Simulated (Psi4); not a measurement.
C$_{2}$H$_{9}$GaN (SMILES [CH3][Ga]([CH3])<-[NH3]), doublet, at a GFN2-xTB geometry (such geometries of metal compounds can be far from the true shape) (the spin is typed, not shown lowest). Base run: HF/def2-SVP (Psi4).

The Psi4 input:
```
memory 2 GB

molecule {
0 2
  Ga    0.35565171    0.12567504    0.45849011
  C     1.05725161    1.02823073   -1.36726847
  H     1.88170245    0.47457811   -1.82071374
  H     1.40219734    2.04652231   -1.17838924
  H     0.23567631    1.07971697   -2.08591315
  C    -1.70779912    0.52504554    0.93187866
  H    -2.19629358   -0.32323370    1.41539074
  H    -2.24749798    0.75945946    0.01096043
  H    -1.79289149    1.38537280    1.59821234
  N    -0.39654347   -1.79393875   -0.88360141
  H    -1.12887412   -1.35294866   -1.43124050
  H    -0.80548007   -2.58436714   -0.39589015
  H     0.30534776   -2.14311248   -1.52806115
}

set basis def2-svp
set reference uhf

energy('scf')
print_variables()
```

Variants of this job, named by their change:

| change | ΔE vs base (mEh) | SCF cycles | basis functions | outcome |
|---|---|---|---|---|
| base | 0.000 | 10 | 119 | converged |
| level_shift = 1.0 | 0.000 | 11 | 119 | converged |
| d_convergence = 1e-4 | 0.000 | 9 | 119 | converged |
| damping_percentage = 50 | - | - | 119 | not converged |
| basis_guess = true | 0.000 | 5 | 119 | converged |
| scf_initial_accelerator = ediis | 0.000 | 10 | 119 | converged |
| guess = sadno | 0.000 | 12 | 119 | converged |
| df_basis_scf = def2-universal-jkfit | 0.000 | 10 | 119 | converged |
| puream = true | 0.000 | 10 | 119 | converged |
| d_convergence = 1e-8 | 0.000 | 14 | 119 | converged |
| guess = modhuckel | 0.000 | 11 | 119 | converged |
| scf_type = cd | 0.726 | 10 | 119 | converged |
| e_convergence = 1e-10 | 0.000 | 14 | 119 | converged |

Open shells are given as the SCF converged; they aren't shown to be the lowest states, and a large step between rows can be another state.
